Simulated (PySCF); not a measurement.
AlBH₂NO, CH₃ClSi, CH₅ClSi₂ (calculated)

All values are calculated (PySCF 2.14.0). Calculation on a computer-drawn molecule: optimised geometry and harmonic frequencies of an isolated molecule of the commonest isotopes, restricted reference for singlets and unrestricted otherwise, frozen core in MP2.

Common to all runs: multiplicity 1; basis cc-pV(D+d)Z.

(1) AlBH₂NO

Start structure:
```xyz
6
AlBH2NO
O     -1.7054    -1.3820    -2.3512
B     -1.6842    -0.8855    -1.2583
N     -1.5433    -0.2821     0.0327
Al    -0.3696     0.8056     0.7353
H     -2.4077    -0.6063     0.6176
H      0.6446     1.8116     1.2171
```

* charge: 1
* method: HF
* rotational constants: 34.9, 2.902, 2.679 GHz
* total energy: -396.9086 hartree
* convergence status largest gradient component: 2.628e-05 hartree/bohr

Drawn bonds:
| atom | other atom | order |
| --- | --- | --- |
| 1 | 2 | 2 |
| 2 | 3 | 1 |
| 3 | 4 | 1 |
| 3 | 5 | 1 |
| 4 | 6 | 1 |

Optimised structure:
```xyz
6
AlBH2NO
O     -1.6282    -1.3166    -2.3304
B     -1.6721    -0.8844    -1.2299
N     -1.6189    -0.3032     0.0624
Al    -0.4104     0.7935     0.6488
H     -2.3867    -0.5935     0.6554
H      0.6507     1.7656     1.1869
```

Modes:
| frequency (cm⁻¹) | reduced mass (dalton) |
| --- | --- |
| 124.8 | 5.986 |
| 394.7 | 1.464 |
| 400.5 | 1.243 |
| 432.4 | 1.139 |
| 561.8 | 6.446 |
| 571 | 5.566 |
| 794.5 | 7.412 |
| 1069 | 3.039 |
| 1307 | 1.546 |
| 2181 | 1.052 |
| 2225 | 11.88 |
| 3696 | 1.074 |

(2) CH₃ClSi

Start structure:
```xyz
6
CH3ClSi
C     -1.5400     1.9478    -0.8804
Si    -0.5336     0.9997     0.4150
Cl     0.7795     2.5530     0.9939
H     -2.0231     2.8212    -0.4275
H     -0.8852     2.3203    -1.6767
H     -2.3089     1.3100    -1.3253
```

- charge: 0
- method: MP2
- rotational constants: 16.31, 4.407, 3.547 GHz
- total energy: -788.4319 hartree
- convergence status largest gradient component: 3.837e-05 hartree/bohr

Drawn bonds:
| atom | other atom | order |
| --- | --- | --- |
| 1 | 2 | 1 |
| 2 | 3 | 1 |
| 1 | 4 | 1 |
| 1 | 5 | 1 |
| 1 | 6 | 1 |

Optimised structure:
```xyz
6
CH3ClSi
C     -1.5392     1.9424    -0.8776
Si    -0.5278     0.9955     0.4222
Cl     0.7666     2.5555     0.9809
H     -2.0191     2.8270    -0.4171
H     -0.8729     2.3226    -1.6753
H     -2.3188     1.3090    -1.3341
```

Modes:
| frequency (cm⁻¹) | reduced mass (dalton) |
| --- | --- |
| 81.68 | 1.081 |
| 237.2 | 3.429 |
| 510.8 | 14.75 |
| 563.2 | 1.16 |
| 666.6 | 4.46 |
| 775.3 | 1.365 |
| 1250 | 1.247 |
| 1424 | 1.051 |
| 1440 | 1.058 |
| 3056 | 1.035 |
| 3156 | 1.098 |
| 3183 | 1.103 |

(3) CH₅ClSi₂

Start structure:
```xyz
9
CH5ClSi2
C      0.1253    -0.2341    -0.2793
Si     0.7385    -1.8329     0.1520
Si    -0.0889    -3.8340     0.9196
Cl     2.7663    -2.0310    -0.0888
H     -0.9831    -0.0747    -0.1808
H      0.6562     0.6362    -0.6241
H      0.1887    -4.8644    -0.0701
H     -1.5688    -3.6246     0.9997
H      0.4509    -4.2123     2.2294
```

- charge: 0
- method: HF
- rotational constants: 4.258, 2.161, 1.458 GHz
- total energy: -1078.1506 hartree
- convergence status largest gradient component: 1.151e-05 hartree/bohr

Drawn bonds:
| atom | other atom | order |
| --- | --- | --- |
| 1 | 2 | 2 |
| 2 | 3 | 1 |
| 2 | 4 | 1 |
| 1 | 5 | 1 |
| 1 | 6 | 1 |
| 3 | 7 | 1 |
| 3 | 8 | 1 |
| 3 | 9 | 1 |

Optimised structure:
```xyz
9
CH5ClSi2
C      0.0894    -0.3391    -0.2391
Si     0.8711    -1.7910     0.1184
Si    -0.1415    -3.7639     0.8792
Cl     2.9158    -1.9739    -0.0941
H     -0.9868    -0.2679    -0.1193
H      0.5898     0.5558    -0.5895
H      0.1193    -4.8523    -0.0867
H     -1.5939    -3.5126     0.9919
H      0.4220    -4.1270     2.1968
```

Modes:
| frequency (cm⁻¹) | reduced mass (dalton) |
| --- | --- |
| 96.5 | 1.051 |
| 121 | 5.095 |
| 171 | 5.73 |
| 209.7 | 3.224 |
| 414.6 | 7.814 |
| 539.7 | 1.129 |
| 561.7 | 4.145 |
| 581.5 | 1.332 |
| 628.6 | 1.053 |
| 778 | 1.519 |
| 823.7 | 1.234 |
| 971.2 | 1.123 |
| 1014 | 1.037 |
| 1025 | 1.05 |
| 1073 | 3.787 |
| 1491 | 1.236 |
| 2327 | 1.017 |
| 2329 | 1.052 |
| 2333 | 1.052 |
| 3295 | 1.057 |
| 3393 | 1.113 |
